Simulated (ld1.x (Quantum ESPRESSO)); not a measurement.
magnesium: one change to a PAW potential, before and after

```json
{"Element": "Mg", "Generator": "ld1.x (Quantum ESPRESSO) 7.5", "Type": "PAW", "Functional": "PBE", "Relativity": "scalar-relativistic", "Frozen core": "[He]", "Valence charge": "10", "Reference configuration": "2s2 2p6 3s2 3p0", "Partial waves": "2s (bound): rcut 0.95, rcutus 1.10 bohr; 3s (bound): rcut 0.95, rcutus 1.10 bohr; 2p (bound): rcut 1.05, rcutus 1.15 bohr; 3p (bound, empty): rcut 1.05, rcutus 1.15 bohr; 3d channel at 0.2 Ry: rcut 1.15, rcutus 1.30 bohr; 3d channel at 2 Ry: rcut 1.15, rcutus 1.30 bohr", "Local potential": "all-electron potential smoothed inside 1.25 bohr (lloc = -1)", "Core correction": "Bessel-smoothed model core, default radius (core density twice the valence density)", "Augmentation charge": "PSQ, inside the norm-conserving radii"}
```

Change: local potential all-electron potential smoothed inside 1.34 bohr (lloc = -1).

Cutoffs: the cutoffs (Ry, on a coarse ladder) from which the occupation-weighted sum of valence levels, in a spherical-Bessel basis at the reference potential, stays within 10 and 1 mRy of its value at 400 Ry; they do not see the model core or the augmentation charge, which bear on the density cutoff. Errors are all-electron minus pseudo energies relative to the spin-unpolarised reference configuration.

**Question.** What does the change do?

**Answer.** The potential gets neither clearly harder nor softer (70 Ry and 110 Ry → 70 Ry and 110 Ry); of the 7 tests that both files solve, the error grows in 2 and shrinks in 0 by more than 15 % and 0.3 meV (median size 0.1 → 0.1 meV); neither file shows a bound ghost.

| quantity | base | changed |
| --- | --- | --- |
| cutoff, loose | 70 Ry | 70 Ry |
| cutoff, tight | 110 Ry | 110 Ry |
| bound ghosts | none | none |
| error for 2s2 2p6 3s1 3p0, meV [ΔE 7.96 eV] | -0.1 | -0.1 |
| error for 2s2 2p6 3s0 3p0, meV [ΔE 22.99 eV] | -0.3 | -0.3 |
| error for 2s2 2p6 3s1.5 3p0, meV [ΔE 3.14 eV] | 0.0 | 0.0 |
| error for 2s2 2p5 3s2 3p0, meV [ΔE 58.54 eV] | -9.9 | -14 |
| error for 2s2 2p6 3s0 3p2, meV [ΔE 7.18 eV] | -0.1 | -0.1 |
| error for 2s1 2p6 3s2 3p0, meV [ΔE 91.47 eV] | -7.1 | -9.7 |
| error for 2s2 2p6 3s1 3p1, meV [ΔE 3.49 eV] | 0.0 | 0.0 |
| lowest overlap eigenvalue by channel | s 0.23, p 0.28, d 0.97 | s 0.22, p 0.27, d 0.97 |
